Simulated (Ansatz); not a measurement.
Breaking the Al1–H2 bond in AlClH2 (SMILES [AlH2][Cl]) (multiplicity 1 held, fragments rigid). Energies count from the point at 1.569 Å.
Geometry at that point (charge 0, multiplicity 1):
```xyz
4

Al    -0.0049    -0.3511    -1.0144
H     -1.3925    -0.4549    -1.7398
H      1.3762    -0.7220    -1.6606
Cl     0.0047     0.3377     0.9757
```

Restricted levels (R-, RO-) in cc, def2 and unpolarised 6-31G sets keep to the state of the molecule at rest. Unrestricted levels (U-) break spin symmetry where that is lower. Active spaces are followed from a long bond inwards. Levels need not reach the same state.

Correlated levels freeze the cores.

Programs: Ansatz (a first-principles code) with Gaussian orbitals. Each number belongs to the level named beside it.

**Question.** What is the computed energy at R = 5.022 Å (FIC-MRCISD+Q on CASSCF(2,2)/cc-pV(T+d)Z)?

**Answer.** 87.1 kcal/mol

**Question.** What is the computed energy at R = 5.022 Å (U-wB97X-V/cc-pV(T+d)Z)?

**Answer.** 88.4 kcal/mol

**Question.** Give the energy at R = 5.022 Å at the level R-B3LYP/cc-pV(T+d)Z.

**Answer.** 119.4 kcal/mol

Doubts at one or more of the structures used: a restricted determinant that unrestricted orbitals would lower (R-B3LYP/cc-pV(T+d)Z); a spin-contaminated determinant (U-wB97X-V/cc-pV(T+d)Z).
